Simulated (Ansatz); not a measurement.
The cluster Si5O4, relaxed as a singlet with RKS PBE-D4/def2-SVP in Ansatz, starting from the GFN1-xTB geometry. Force threshold 0.02 eV/Å.

The restricted singlet is unstable towards broken spin symmetry in Hartree–Fock (as tested in another run); at PBE-D4/def2-SVP this wasn't settled. Another isomer (singlet) lies 0.72 eV lower at PBE0-D4/def2-TZVP; other spin states weren't run for this one.

Start:

```xyz
9

Si    0.560    2.014   -1.369
Si    0.180   -2.089    1.363
Si   -2.228    0.234    1.273
Si    2.584   -0.269   -0.041
Si   -2.268    0.232   -1.212
O     1.700    0.952   -0.769
O     1.496   -1.287    0.722
O    -0.921    1.218   -1.368
O    -1.104   -1.005    1.400
```

```
         step  energy (eV)  largest force component (eV/Å)  SCF passes
            1  -47533.3239                           1.043          26
            2  -47533.6108                           0.389          26
            3  -47533.7120                           0.428          26
            4  -47533.7759                           0.238          28
            5  -47533.8366                           0.247          28
            6  -47533.8881                           0.386          28
            7  -47533.9252                           0.524          28
            8  -47533.9639                           0.176          21
            9  -47533.9737                           0.186          21
10 (rejected)  -47533.9591                           0.385          28
           11  -47533.9825                           0.128          21
           12  -47533.9848                           0.109          22
           13  -47533.9865                           0.047          22
           14  -47533.9890                           0.143          23
15 (rejected)  -47533.9820                           0.552          27
           16  -47533.9951                           0.043          22
           17  -47533.9997                           0.171          22
           18  -47534.0038                           0.197          27
           19  -47534.0099                           0.058          22
           20  -47534.0102                           0.176          21
           21  -47534.0118                           0.084          21
           22  -47534.0133                           0.039          22
           23  -47534.0136                           0.018          24
```

Force components are those of the run's own axes.

End:

```xyz
9

Si    0.515    2.061   -0.771
Si   -0.118   -1.959    0.925
Si   -2.240    0.857    0.747
Si    2.579   -0.390   -0.289
Si   -1.682   -0.781   -0.810
O     1.816    1.009   -0.934
O     1.313   -1.094    0.557
O    -0.823    0.982   -0.593
O    -1.360   -0.685    1.168
```

Bonds formed: Si2–Si5, Si3–O8, Si5–O9 (atoms count from 1).

No frequencies were taken in this run, so the end may be a saddle point.

Run time 41 s (4 threads of Arm Neoverse V1 on a shared host).
